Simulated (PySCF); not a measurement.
C₄H₂BrF, SMILES C(=C/Br)(/C#C)F. Atoms are numbered in the order given.

```xyz
8

C     -1.9731     2.0595     0.0000
C     -0.8183     1.6887     0.0000
C      0.5387     1.2652     0.0000
F      1.4440     2.2608     0.0000
C      0.9927     0.0000     0.0000
Br    -0.1286    -1.5031     0.0000
H     -2.9973     2.3832     0.0000
H      2.0640    -0.2039     0.0000
```

Geometry optimised at B3LYP-D3(BJ)/def2-SVP. The structure was generated by enumeration; whether it is a known compound was not checked.

Computed with B3LYP/pcSseg-1 (PySCF).

GIAO shieldings, no solvent; atoms alike by connectivity are averaged. δ = σ(ref) − σ: ¹³C against TMS (σ = 181.3 ppm); ¹⁹F against CFCl3 (σ = 161.7 ppm); ¹H against TMS (σ = 31.68 ppm), references at their B3LYP-D3(BJ)/def2-TZVP geometries, non-relativistic (without spin–orbit terms, shifts of atoms bonded to Cl or Br come out too high).

```json
[
 {"atoms": "C3", "nucleus": "¹³C", "count": "1", "δ (ppm)": "…"},
 {"atoms": "C5", "nucleus": "¹³C", "count": "1", "δ (ppm)": "…"},
 {"atoms": "C1", "nucleus": "¹³C", "count": "1", "δ (ppm)": "97.1"},
 {"atoms": "C2", "nucleus": "¹³C", "count": "1", "δ (ppm)": "76.7"},
 {"atoms": "F4", "nucleus": "¹⁹F", "count": "1", "δ (ppm)": "…"},
 {"atoms": "H8", "nucleus": "¹H", "count": "1", "δ (ppm)": "6.71"},
 {"atoms": "H7", "nucleus": "¹H", "count": "1", "δ (ppm)": "3.80"}
]
```

### Question
Fill in the missing entries. (An estimate is asked for; the answer gives what the named calculation found.)

### Answer

- C5, δ (ppm): 129.3
- C3, δ (ppm): 157.9
- F4, δ (ppm): -107.3
